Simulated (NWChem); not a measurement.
CH3ClOTe; SMILES CO[Te]Cl

```xyz
7

Te     0.6556    -0.0091     0.0190
Cl    -0.9736    -1.7378    -0.0672
O     -0.5002     1.4810     0.6079
C     -1.4057     2.0317    -0.3217
H     -2.1960     1.3118    -0.5964
H     -1.8783     2.8956     0.1717
H     -0.9092     2.3784    -1.2455
```
Atoms are numbered in this order, from 1.

Level: PBE0/def2-SVP with def2 effective core potentials on Te (NWChem), optimised geometry, unscaled harmonic frequencies. def2 effective core potentials on Te; no spin-orbit coupling.

```csv
frequency (cm⁻¹),IR intensity (km/mol)
81,3.2
126,0.9
214,10.2
285,2.4
367,34.9
574,37.5
1102,127.6
1168,3.2
1179,9.4
1448,8.0
1456,13.5
1477,14.5
3021,57.5
3112,23.8
3143,10.3
```

| Property | Result |
|---|---|
| zero-point energy | 26.8 kcal/mol |
| thermal correction to the enthalpy at 298.15 K (with zero-point energy) | 31.1 kcal/mol |
| heat capacity Cv | 17.0 cal/(mol K) |
| entropy at 298.15 K and 1 atm (symmetry number 1) | 81.4 cal/(mol K) |

Rigid rotor and harmonic oscillator; modes under 100 cm⁻¹ make the entropy uncertain.
